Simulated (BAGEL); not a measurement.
# WH2O4 (tungstic acid): how far must the basis set go?

The species is WH2O4 (7 atoms), meant as a singlet with charge 0. As SMILES, `[O]=[W](=[O])([OH])[OH]`. Geometry: relaxed at PBE0-D4/def2-TZVP. This is one conformer, not always the lowest.

```xyz
7

O    -1.4055    1.3204    0.1015
W    -0.0745    0.2630    0.2234
O     0.8386    0.6827    1.5999
O    -0.6790   -1.5078    0.4175
O     0.9809    0.4411   -1.3237
H    -1.5889   -1.7933    0.3099
H     1.9284    0.5939   -1.3285
```

Program: BAGEL 1.2.2. Method: HF (DKH2, density fitting with AutoAux, property ionisation energy). Swept: basis set. Watched: the HOMO energy. Each run: energy. Hardware: 1 thread of Intel Xeon at 2.30GHz, shared host.

Deviations are taken from the sweep's last point, which isn't the limit.

```csv
basis set,basis functions,value (eV),from the best (eV),wall time
ANO-RCC-MB,65,-13.3811,-0.3569,11 s
ANO-RCC-VDZ,99,-13.7877,-0.7635,19 s
ANO-RCC-VDZP,134,-13.4679,-0.4437,34 s
ANO-RCC-VTZP,252,-13.0242,0.0000,79 s
```

Over the sweep the value spans 0.7635 eV.
